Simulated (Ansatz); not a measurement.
`OCN[SiH2]S` and `[SiH3]N[SiH2]S` differ in one atom or group.

Ansatz, PBE0-D4/def2-TZVP geometries, multiplicity 1. Each molecule was computed in one conformer, which needn't be the lowest.

```json
{"property": "size of the dipole moment (B3LYP/def2-TZVPP) / D", "`OCN[SiH2]S`": "1.44"}
{"property": "size of the dipole moment (ωB97M-V/def2-TZVPP) / D", "`OCN[SiH2]S`": "1.42"}
{"property": "HOMO energy (PBE/def2-TZVPP) / eV", "`OCN[SiH2]S`": "-5.97"}
{"property": "LUMO energy (PBE0/def2-TZVPP) / eV", "`OCN[SiH2]S`": "-0.01"}
{"property": "LUMO energy (ωB97M-V/def2-TZVPP) / eV", "`OCN[SiH2]S`": "1.75"}
{"property": "HOMO–LUMO gap (PBE/def2-TZVPP) / eV", "`OCN[SiH2]S`": "5.07"}
```

What does the change do to each property? (Estimate.)

Ansatz gave: 
```
                                          property  `[SiH3]N[SiH2]S`  shift
  size of the dipole moment (B3LYP/def2-TZVPP) / D              1.16  -0.28
size of the dipole moment (ωB97M-V/def2-TZVPP) / D              1.17  -0.25
                 HOMO energy (PBE/def2-TZVPP) / eV             -6.17  -0.20
                LUMO energy (PBE0/def2-TZVPP) / eV              0.00   0.01
             LUMO energy (ωB97M-V/def2-TZVPP) / eV              1.60  -0.15
               HOMO–LUMO gap (PBE/def2-TZVPP) / eV              5.34   0.27
```

Dipoles are sizes alone; their direction can turn.

B3LYP here is the variant with VWN-RPA as its local correlation; programs differ in this.
